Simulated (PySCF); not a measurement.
Stretching RbMg⁺

Set-up: basis Rb def2-SVPD with ECP28, Mg def2-SVPD; scalar-relativistic core potentials; PySCF 2.14. Energies in eV from Rb⁺ + Mg in their ground configurations at the same level. State: ¹Σ⁺ (singlet), closed shell.

```
R (Å)      PBE     PW91  RHF-CCSD(T)  RHF-MP2
3.422  -0.2046  -0.2235               -0.1184
3.581  -0.2663  -0.2838      -0.1887  -0.1951
3.740  -0.2991  -0.3157      -0.2334  -0.2398
3.860  -0.3100  -0.3259      -0.2513  -0.2577
3.979  -0.3121  -0.3276      -0.2592  -0.2656
4.098  -0.3078  -0.3229      -0.2596  -0.2660
4.258  -0.2950  -0.3096      -0.2518  -0.2582
4.457  -0.2719  -0.2861      -0.2337  -0.2402
4.695  -0.2396  -0.2534      -0.2067  -0.2131
5.013  -0.1962  -0.2094               -0.1763
```

Q: Put a parabola through the three lowest points of the PBE curve and estimate Re, k and ωe (reduced mass 18.7 u; 1 eV/Å² = 0.16022 mdyn/Å; ωe = 1302.8·√(k/μ) cm⁻¹).

A: Through R = 3.86, 3.979, 4.098 Å the second-order coefficient is 0.226 eV/Å², so Re ≈ 3.959 Å, k ≈ 0.0724 mdyn/Å and ωe ≈ 81 cm⁻¹. A polynomial fit of higher order to the unrounded PBE energies gives Re = 3.954 Å, k = 0.0773 mdyn/Å, ωe = 83.7 cm⁻¹; anharmonicity and rounding make the difference.

The higher-order fit for each curve: PBE: Re = 3.954 Å, ωe = 83.7 cm⁻¹, De = 0.312 eV; PW91: Re = 3.946 Å, ωe = 84.0 cm⁻¹, De = 0.328 eV; RHF-CCSD(T): Re = 4.044 Å, ωe = 80.6 cm⁻¹, De = 0.260 eV; RHF-MP2: Re = 4.044 Å, ωe = 80.5 cm⁻¹, De = 0.267 eV.

Correlated steps freeze 1 core orbital. Closed-shell solutions of metal pairs were not tested for spin polarisation, which can lower them a little. The bond is weak. Basis-set superposition, not corrected here, can be much of De in a small basis, most of all at correlated wavefunction levels. For an ion De counts to the pair picked by the measured ionisation energies or electron affinities, which need not be the lowest pair at this level.
